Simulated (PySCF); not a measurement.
C5H14P2S.
Geometry (PBE0-D3(BJ)/def2-SVP, Å), atoms numbered from 1 in this order:
```xyz
22
C5H14P2S angstrom
C      1.4449   -1.1963    0.6453
C      0.7488    0.0682    0.1408
C      0.5155    1.0544    1.2837
C      1.5795    0.7109   -0.9701
P     -0.8807   -0.4733   -0.6162
C     -1.8547    1.0462   -0.8970
P     -1.9764   -1.4003    1.0980
S     -0.6866   -1.5763   -2.2181
H      0.9086   -1.6500    1.4941
H      2.4599   -0.9462    0.9938
H      1.5255   -1.9448   -0.1576
H      1.4769    1.2739    1.7761
H      0.1067    2.0109    0.9253
H     -0.1643    0.6506    2.0504
H      1.1214    1.6405   -1.3422
H      2.5777    0.9658   -0.5780
H      1.6972    0.0230   -1.8199
H     -2.7956    0.7490   -1.3802
H     -2.0653    1.5876    0.0363
H     -1.3005    1.6920   -1.5932
H     -3.1228   -1.6078    0.2731
H     -1.4429   -2.6895    0.8060
```

Method: PySCF 2.14.0, PBE0-D3(BJ)/def2-SVP geometry optimisation, gas phase.

Take the most abundant isotopes and a rigid rotor. The values belong to one conformer with, in the numbering `[CH3:1][C:2]([CH3:3])([CH3:4])[P@:5]([CH3:6])([PH2:7])=[S:8]`, C2–P5–P7–H 176° and -91°.

Task: What are A, B and C (GHz)?

Result: Ia = 403.69, Ib = 459.23, Ic = 577.37 u·Å²; 505379 MHz·u·Å²/I gives 1252, 1100 and 875.3 MHz, that is A = 1.2519, B = 1.1005, C = 0.8753 GHz.

Task: What kind of rotor is it?

Result: An asymmetric top. Ray's parameter κ = (2B − A − C)/(A − C) = 0.196; −1 is the prolate and +1 the oblate limit.

Task: What does the inertial defect say?

Result: Not planar: Δ = Ic − Ia − Ib = -285.55 u·Å². For a rigid frame Δ = −2 Σ m c², so Σ m c² = 142.78 u·Å² lies off the ab plane: 38.83 from hydrogen and 103.95 from heavier atoms. The atom farthest from that plane is 2.55 Å away.

Task: Give the other two planar moments, Paa and Pbb, and the rms extents of the mass along the axes.

Result: Paa = Σ m a² = (Ib + Ic − Ia)/2 = 316.45 and Pbb = Σ m b² = (Ia + Ic − Ib)/2 = 260.92 u·Å². With the mass M = 168.03 u, the rms extents √(P/M) along a, b and c are 1.37, 1.25, 0.92 Å.

Task: Which types of transition are allowed, and where do some lines up to J = 3 fall?

Result: The dipole components are |μa| = 1.88 D, |μb| = 2.62 D, |μc| = 1.58 D. The squared components, which scale the intensities, stand as 0.51 : 1.00 : 0.36 (a : b : c). Some lines, for components of 0.1 D or more:

| type | branch | J(Ka,Kc) | MHz | lower level (cm⁻¹) |
| --- | --- | --- | --- | --- |
| c | Q | 2(2,1) ← 2(1,1) | 454 | 0.218 |
| a | Q | 3(2,1) ← 3(2,2) | 492 | 0.431 |
| b | Q | 2(2,0) ← 2(1,1) | 583 | 0.218 |
| a | Q | 2(1,1) ← 2(1,2) | 676 | 0.195 |
| c | Q | 3(3,1) ← 3(2,1) | 895 | 0.447 |
| b | Q | 3(3,0) ← 3(2,1) | 950 | 0.447 |
| b | Q | 2(2,1) ← 2(1,2) | 1130 | 0.195 |
| a | Q | 3(1,2) ← 3(1,3) | 1296 | 0.379 |
| b | Q | 3(1,2) ← 3(0,3) | 1309 | 0.379 |
| b | Q | 3(3,1) ← 3(2,2) | 1387 | 0.431 |
| a | R | 1(0,1) ← 0(0,0) | 1976 | 0.000 |
| b | R | 1(1,1) ← 0(0,0) | 2127 | 0.000 |
| c | R | 1(1,0) ← 0(0,0) | 2352 | 0.000 |
| c | R | 2(1,1) ← 1(0,1) | 4553 | 0.066 |
| b | R | 2(2,1) ← 1(1,0) | 4631 | 0.078 |
| c | R | 2(2,0) ← 1(1,0) | 4759 | 0.078 |
| b | R | 2(2,0) ← 1(1,1) | 4985 | 0.071 |
| a | R | 3(0,3) ← 2(0,2) | 5564 | 0.193 |
| b | R | 3(1,2) ← 2(2,1) | 5689 | 0.233 |
| a | R | 3(2,2) ← 2(2,1) | 5927 | 0.233 |
| a | R | 3(2,1) ← 2(2,0) | 6291 | 0.237 |
| b | R | 3(2,2) ← 2(1,1) | 6382 | 0.218 |
| c | R | 3(2,1) ← 2(1,1) | 6873 | 0.218 |
| b | R | 3(3,1) ← 2(2,0) | 7186 | 0.237 |
| b | R | 3(3,0) ← 2(2,1) | 7369 | 0.233 |

Task: Estimate the classical rotational partition function at 10 K, 100 K and 298.15 K.

Result: Point group C1, symmetry number σ = 1; q = (√π/σ)·√((kT/h)³/(ABC)), k/h = 20836.6 MHz/K: 4850 at 10 K, 154000 at 100 K, 790000 at 298.15 K.

Not checked by PBE0-D3(BJ)/def2-SVP frequencies. Constants of a rigid frame at the computed geometry: no zero-point averaging, no centrifugal distortion. A rigid rotor knows nothing of internal rotation, which can split or shift real lines.
